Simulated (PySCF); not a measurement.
## Calculated data, GeH7NOSi, GeH7NSi, BGeH3NO, ClGeH2OSi and others

Calculation on a computer-drawn molecule: the log of a Hartree-Fock and frozen-core CCSD(T) single point meant for a local Hartree-Fock minimum, with one planted fault or none, to be diagnosed. Offsets are logged minus clean, where the clean run is the same molecule without the fault. The reference is restricted for singlets and unrestricted otherwise, and also for a bond in bohr or an excited solution. Adding or removing an electron swaps singlet and doublet. The excited solution moves the top pair (singlet) or top alpha electron (doublet) to the lowest empty orbital. Highest occupied and lowest empty are orbital energies over both spins, largest force is the largest gradient component, triples share is (T) over the correlation energy, the T1 limit is 0.02 restricted and 0.045 unrestricted, electrons count all cores, a negative frequency is imaginary (commonest isotopes), and the dipole is about the centre of nuclear charge; on germanium a core potential holds 10 electrons, which the energies leave out, and 3d is frozen in MP2 and coupled-cluster steps. Program: PySCF 2.14.0.

Common to all runs: logged SCF converged yes; possible faults no fault, one electron removed, one electron added, multiplicity raised by two, geometry at a saddle point, SCF held on an excited solution, minimal basis STO-3G, one bond length entered in bohr, all coordinates scaled.

(1) 
```xyz
11
formula=GeH7NOSi meant_charge=0 meant_multiplicity=1 meant_basis=cc-pV(D+d)Z meant_basis_and_core_potential_on_germanium=cc-pVDZ-PP_ECP10MDF logged_electrons=68 logged_basis_functions=109 logged_spin_squared=0.8175 logged_highest_occupied=-10.41 logged_lowest_empty=2.2769 logged_largest_force=0.019134 logged_T1_diagnostic=0.056266 logged_D1_diagnostic=0.3368 logged_triples_share=0.031349 logged_CC_converged=yes logged_dipole_magnitude=2.2515 logged_SCF_stable_within_its_kind=yes logged_energy_HF=-715.60182 logged_energy_CCSD(T)=-716.21852 planted_fault=one_bond_length_entered_in_bohr,row_4_of_the_drawn_bonds HF_energy_offset_from_clean_run=82.55 CCSD(T)_energy_offset_from_clean_run=89.34
N      0.0046     1.4621     1.1193
Ge    -0.9565     0.1854     0.2253
O      0.1131    -1.2434     0.2816
Si    -1.3031     0.8923    -2.0454
H     -0.7711     3.1965     1.1357
H      0.2491     1.2122     2.0626
H     -2.2721    -0.2225     0.9250
H     -0.3378    -2.0739     0.3196
H     -2.0744     2.1596    -2.0695
H     -2.0752    -0.1427    -2.7743
H     -0.0032     1.1010    -2.7199
```

Units: logged_highest_occupied, logged_lowest_empty in eV; logged_largest_force in hartree/bohr; logged_dipole_magnitude in debye; logged_energy_HF, logged_energy_CCSD(T) in hartree; HF_energy_offset_from_clean_run, CCSD(T)_energy_offset_from_clean_run in kcal/mol.

Drawn bonds:
```
atom  other atom  order
   1           2      1
   2           3      1
   2           4      1
   1           5      1
   1           6      1
   2           7      1
   3           8      1
   4           9      1
   4          10      1
   4          11      1
```

Notes: T1 above single-reference limit.

(2) 
```xyz
10
formula=GeH7NSi meant_charge=0 meant_multiplicity=1 meant_basis=cc-pV(D+d)Z meant_basis_and_core_potential_on_germanium=cc-pVDZ-PP_ECP10MDF logged_electrons=60 logged_basis_functions=95 logged_spin_squared=0 logged_highest_occupied=-3.0359 logged_lowest_empty=-4.463 logged_largest_force=0.10745 logged_CC_converged=no logged_dipole_magnitude=1.0816 logged_SCF_stable_within_its_kind=no logged_energy_HF=-640.27834 planted_fault=SCF_held_on_an_excited_solution HF_energy_offset_from_clean_run=363.7
Si    -0.1309    -0.7098    -1.1779
N     -0.6521    -1.5500     0.2352
Ge     0.3294    -2.2940     1.6088
H     -1.0289     0.4355    -1.4636
H     -0.1096    -1.5563    -2.3984
H      1.2437    -0.2171    -0.9367
H     -1.6265    -1.7986     0.2588
H      0.5476    -3.7972     1.3919
H     -0.4387    -2.0899     2.9179
H      1.6775    -1.5774     1.6514
```

Units: logged_highest_occupied, logged_lowest_empty in eV; logged_largest_force in hartree/bohr; logged_dipole_magnitude in debye; logged_energy_HF in hartree; HF_energy_offset_from_clean_run in kcal/mol.

Drawn bonds:
```
atom  other atom  order
   1           2      1
   2           3      1
   1           4      1
   1           5      1
   1           6      1
   2           7      1
   3           8      1
   3           9      1
   3          10      1
```

Notes: CCSD not converged.

(3) 
```xyz
7
formula=BGeH3NO meant_charge=-1 meant_multiplicity=1 meant_basis=aug-cc-pVDZ meant_basis_and_core_potential_on_germanium=aug-cc-pVDZ-PP_ECP10MDF logged_electrons=55 logged_basis_functions=128 logged_spin_squared=0.7588 logged_highest_occupied=-11.069 logged_lowest_empty=0.69996 logged_largest_force=0.12521 logged_T1_diagnostic=0.023488 logged_D1_diagnostic=0.11204 logged_triples_share=0.035143 logged_CC_converged=yes logged_dipole_magnitude=1.0231 logged_SCF_stable_within_its_kind=yes logged_energy_HF=-449.10941 logged_energy_CCSD(T)=-449.6646 planted_fault=one_electron_removed HF_energy_offset_from_clean_run=32.45 CCSD(T)_energy_offset_from_clean_run=77.06
B     -0.2013    -0.8894    -1.0293
N     -0.4405    -0.7983     0.1758
Ge    -0.9378    -0.6246     2.0036
O     -2.5348    -0.1842     2.2587
H      0.0340    -0.9778    -2.1773
H      0.1530     0.3739     2.5131
H     -0.4986    -2.0177     2.5630
```

Units: logged_highest_occupied, logged_lowest_empty in eV; logged_largest_force in hartree/bohr; logged_dipole_magnitude in debye; logged_energy_HF, logged_energy_CCSD(T) in hartree; HF_energy_offset_from_clean_run, CCSD(T)_energy_offset_from_clean_run in kcal/mol.

Drawn bonds:
```
atom  other atom  order
   1           2      2
   2           3      1
   3           4      1
   1           5      1
   3           6      1
   3           7      1
```

(4) 
```xyz
6
formula=ClGeH2OSi meant_charge=0 meant_multiplicity=2 meant_basis=cc-pV(D+d)Z meant_basis_and_core_potential_on_germanium=cc-pVDZ-PP_ECP10MDF logged_electrons=73 logged_basis_functions=93 logged_spin_squared=0.7657 logged_highest_occupied=-8.928 logged_lowest_empty=-0.21665 logged_largest_force=1.067e-05 logged_lowest_frequency=-398.88 logged_T1_diagnostic=0.019568 logged_D1_diagnostic=0.067155 logged_triples_share=0.031434 logged_CC_converged=yes logged_dipole_magnitude=4.4925 logged_SCF_stable_within_its_kind=yes logged_energy_HF=-1117.87055 logged_energy_CCSD(T)=-1118.41388 planted_fault=geometry_at_a_saddle_point HF_energy_offset_from_clean_run=2.201 CCSD(T)_energy_offset_from_clean_run=1.673
O     -1.9364     1.4528     0.0000
Si    -1.1386     0.1911     0.0000
Cl    -1.9493    -1.6771     0.0000
Ge     1.1611     0.0429     0.0000
H      1.8526    -1.3030     0.0000
H      2.0107     1.2932     0.0000
```

Units: logged_highest_occupied, logged_lowest_empty in eV; logged_largest_force in hartree/bohr; logged_lowest_frequency in cm⁻¹; logged_dipole_magnitude in debye; logged_energy_HF, logged_energy_CCSD(T) in hartree; HF_energy_offset_from_clean_run, CCSD(T)_energy_offset_from_clean_run in kcal/mol.

Drawn bonds:
```
atom  other atom  order
   1           2      2
   2           3      1
   2           4      1
   4           5      1
   4           6      1
```

(5) 
```xyz
10
formula=AlB2GeH6 meant_charge=1 meant_multiplicity=1 meant_basis=cc-pV(D+d)Z meant_basis_and_core_potential_on_germanium=cc-pVDZ-PP_ECP10MDF logged_electrons=60 logged_basis_functions=104 logged_spin_squared=2.0342 logged_highest_occupied=-11.838 logged_lowest_empty=-7.0897 logged_largest_force=0.055601 logged_T1_diagnostic=0.021524 logged_D1_diagnostic=0.067135 logged_triples_share=0.028214 logged_CC_converged=yes logged_dipole_magnitude=5.2623 logged_SCF_stable_within_its_kind=yes logged_energy_HF=-587.73635 logged_energy_CCSD(T)=-588.09165 planted_fault=multiplicity_raised_by_two HF_energy_offset_from_clean_run=58.34 CCSD(T)_energy_offset_from_clean_run=69.28
B     -0.3549    -0.0614    -1.5465
B      0.8789     0.3230    -0.4978
Al     0.3209     0.2578     1.6473
Ge     2.6987     0.8027    -1.1271
H     -0.5279    -1.2018    -1.8635
H     -1.0806     0.8017    -1.9458
H      0.5388    -1.1339     2.3241
H     -0.2206     1.6116     2.2101
H      3.1230     2.2338    -1.3964
H      3.8059    -0.2200    -1.2961
```

Units: logged_highest_occupied, logged_lowest_empty in eV; logged_largest_force in hartree/bohr; logged_dipole_magnitude in debye; logged_energy_HF, logged_energy_CCSD(T) in hartree; HF_energy_offset_from_clean_run, CCSD(T)_energy_offset_from_clean_run in kcal/mol.

Drawn bonds:
```
atom  other atom  order
   1           2      1
   2           3      1
   2           4      1
   1           5      1
   1           6      1
   3           7      1
   3           8      1
   4           9      1
   4          10      1
```
